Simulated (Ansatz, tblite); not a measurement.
Cost and result up the ladder for GaO₂H (4 atoms). Total charge 0; singlet. Geometry: B3LYP-D4/def2-TZVP.

```tsv
atom	x (Å)	y (Å)	z (Å)
Ga1	-0.541	-0.255	0.053
O2	-1.877	-1.223	-0.049
O3	0.811	0.852	0.245
H4	1.607	0.625	-0.249
```

Ansatz on 4 threads of Arm Neoverse V1 on a shared host; xTB runs through tblite on one thread. Times are rough, summed over both states, and most runs start from the orbitals of an earlier one. PBE0-D4/def2-TZVP serves as the yardstick here, not as an exact answer. The other state is a doublet.

The xTB rows come from tblite. Correlated methods freeze 11 core orbitals; core or outer-core shells of Ga are correlated, in sets that lack core-valence functions. The structure comes from a short search, and lower isomers may exist.

Correlated methods converge slowly with the basis.

Raw xTB energies of ions are shifted by several eV.

```
              level  functions  vertical IE (eV)  difference from PBE0-D4/def2-TZVP (eV)                     remarks
   PBE-D4/def2-TZVP        116             10.21                                    0.26                           –
  PBE0-D4/def2-TZVP        116              9.94                                    0.00                           –
 CCSD(T)/def2-TZVPP        124             10.08                                    0.14  large T1 (0.023) (singlet)
r2SCAN-D4/def2-TZVP        116             10.04                                    0.10                           –
           GFN1-xTB         19             17.46                                    7.52                           –
           GFN2-xTB         18             17.19                                    7.24                           –
```

Q: Estimate how long each takes.

A: GFN1-xTB 0.005 s; GFN2-xTB 0.007 s; PBE-D4/def2-TZVP 3 s; PBE0-D4/def2-TZVP 5.6 s; r2SCAN-D4/def2-TZVP 7.5 s; CCSD(T)/def2-TZVPP 39 s. On shared hardware such times vary by a factor of up to 3.
